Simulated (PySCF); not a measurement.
**Ionisation energy of Ga⁺ by level of theory**

Ga⁺ [Ar] 3d10 4s2 (1S) → Ga²⁺ [Ar] 3d10 4s1 (2S), as a difference of total energies. Calculation: PySCF 2.14, in aug-cc-pVQZ-DK (8s7p5d3f2g, 93 functions); scalar relativity by spin-free X2C-1e. Correlated levels: valence: [Ar] 3d10 frozen. The calculations carry no spin-orbit coupling.

```json
{"method": "UHF", "ionisation energy (eV)": "18.749"}
{"method": "MP2 (valence)", "ionisation energy (eV)": "19.499"}
{"method": "SCS-MP2 (valence)", "ionisation energy (eV)": "19.649"}
{"method": "CCSD (valence)", "ionisation energy (eV)": "19.772"}
```

Errors of the correlated levels include the incompleteness of this basis and the frozen core.

With two correlated electrons CCSD is exact in that space.

**Question.** Which method comes closest to the reference value, and which is furthest?

**Answer.** The reference is 20.515 eV (measured; NIST Atomic Spectra Database, ionization energies). Closest: CCSD (valence) (error -0.743 eV); furthest: UHF (error -1.766 eV).
